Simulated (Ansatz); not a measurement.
Ideal-gas functions of `C[O][Ga]([F])[SH]` at 298.15 K and 1 bar, from an Ansatz frequency run at PBE0-D4/def2-TZVP.

Molar mass 152.83 g/mol, point group Cs (symmetry number 1), electronic degeneracy 1, moments of inertia 99.933, 291.708, 388.467 u Å². Harmonic wavenumbers (cm⁻¹, unscaled): 64, 85, 91, 147, 181, 257, 270, 424, 636, 687, 727, 1118, 1177, 1206, 1480, 1494, 1501, 2706, 3019, 3092, 3093.

Use S(trans) = R[1.5 ln M + 2.5 ln T − 1.1517]; rotational temperatures θ = 24.2544 K / I; S(rot) = R[ln(√π/σ · √(T³/θAθBθC)) + 1.5]; for each mode x = 1.438777 ν̃/T, S = R[x/(eˣ − 1) − ln(1 − e⁻ˣ)] and H = RT x/(eˣ − 1); 1 cm⁻¹ = 0.0119627 kJ/mol; R = 8.31446 J/(mol·K).

Question: By hand: the entropy, in J/(mol·K).

Answer: Translation 171.6. Rotation: θ = 0.2427, 0.0831, 0.0624 K, giving 116.1. Vibration, mode by mode: 18.12, 15.78, 15.22, 11.34, 9.70, 7.04, 6.68, 3.68, 1.64, 1.35, 1.15, 0.24, 0.19, 0.17, 0.05, 0.05, 0.05, 0.00, 0.00, 0.00, 0.00, in all 92.4. Electronic 0.0. Sum 380.1 J/(mol·K).

Question: By hand: H − E and G − E in kJ/mol, counted from the electronic energy.

Answer: Zero-point energy ½ × 23455 × 0.0119627 = 140.3; thermal vibration 13.7; translation, rotation and pV give 4 RT = 9.9. H − E = 163.9 kJ/mol, and G − E = 163.9 − 298.15 × 380.1/1000 = 50.6 kJ/mol.

Vibration gives 24 % of the entropy, 60.5 J/(mol·K) of it from the modes under 150 cm⁻¹: soft modes count most, and the harmonic formula is weakest for them. The sum counts one conformer and one mirror image; others add a mixing term.
